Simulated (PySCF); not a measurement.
Compound: C₅H₆BF₂N.
Numbering: `[CH3:1][n:2]1[cH:3][cH:4][cH:5][c:6]1[B:7]([F:8])[F:9]` (hydrogens: H10, H11, H12 on C1; H13 on C3; H14 on C4; H15 on C5)

Method: PBE0-D3(BJ)/def2-SVP geometry optimisation, gas phase (PySCF 2.14.0); density fitting, grid level 2; the optimiser is geomeTRIC in internal coordinates, started from a GFN2-xTB structure.

Step 0: E = -12863.1478 eV
```
atom  x, y, z in Å  |  force x, y, z in eV/Å
C1      1.6940   -0.7567    0.2402   -0.020   0.069  -0.008
N2      0.2886   -0.5167    0.0692    0.218   0.154   0.014
C3     -0.6626   -1.4651    0.0377   -0.116  -0.090  -0.006
C4     -1.8928   -0.8689   -0.1414   -0.057  -0.022  -0.004
C5     -1.6651    0.5023   -0.2205    0.400   0.117   0.034
C6     -0.2931    0.7217   -0.0880   -0.013   0.326  -0.025
B7      0.4380    2.0549   -0.1096    0.212   0.420  -0.008
F8     -0.1972    3.2076   -0.2653   -0.333  -0.081  -0.034
F9      1.7557    2.1902    0.0229    0.118  -0.327   0.037
H10     1.8657   -1.8268    0.3417    0.055  -0.285   0.028
H11     2.0639   -0.2473    1.1315    0.130   0.088   0.237
H12     2.2536   -0.3827   -0.6188    0.180   0.053  -0.213
H13    -0.4188   -2.5052    0.1432    0.196  -0.564   0.064
H14    -2.8368   -1.3718   -0.2061   -0.539  -0.334  -0.033
H15    -2.3974    1.2727   -0.3587   -0.430   0.477  -0.082
```

**Question.** Estimate the geometry and energy of step 1. (The exact step hangs on the optimiser's Hessian estimate; all steps are aligned on step 0, rigid shifts and turns removed.)

**Answer.** E = -12863.1902 eV, largest force 0.129 eV/Å
```
atom  x, y, z in Å  |  force x, y, z in eV/Å
C1      1.7040   -0.7599    0.2448    0.030  -0.001   0.003
N2      0.2941   -0.5067    0.0716   -0.032   0.008  -0.010
C3     -0.6629   -1.4649    0.0355    0.065  -0.055   0.013
C4     -1.9005   -0.8662   -0.1425   -0.086  -0.047  -0.005
C5     -1.6668    0.5170   -0.2161   -0.067   0.079  -0.014
C6     -0.2941    0.7379   -0.0829    0.029  -0.030   0.011
B7      0.4374    2.0750   -0.1133   -0.059  -0.111  -0.027
F8     -0.2359    3.2042   -0.2804    0.102   0.024   0.021
F9      1.7588    2.1675    0.0138   -0.041   0.099   0.000
H10     1.8642   -1.8418    0.3357   -0.009   0.015  -0.002
H11     2.0837   -0.2677    1.1516    0.003  -0.007  -0.001
H12     2.2796   -0.3866   -0.6141    0.001  -0.007   0.003
H13    -0.3991   -2.5177    0.1388   -0.014   0.041  -0.002
H14    -2.8561   -1.3841   -0.2109    0.035   0.023   0.005
H15    -2.4110    1.3018   -0.3533    0.043  -0.031   0.003
```

The energy changes by -0.0424 eV. The first-order estimate −F·Δx gives -0.0961 eV and the mean of the old and new forces, exact on a quadratic surface, -0.0428 eV. The step makes an angle of 45° with the force vector and moves no atom by more than 0.042 Å.

What follows is the cost of the whole optimisation. Time: 53 s of wall time; peak memory 0.75 GiB. Hardware: one thread of an Arm Neoverse V2, no GPU, shared host with 96 logical CPUs at a one-minute load of 27.
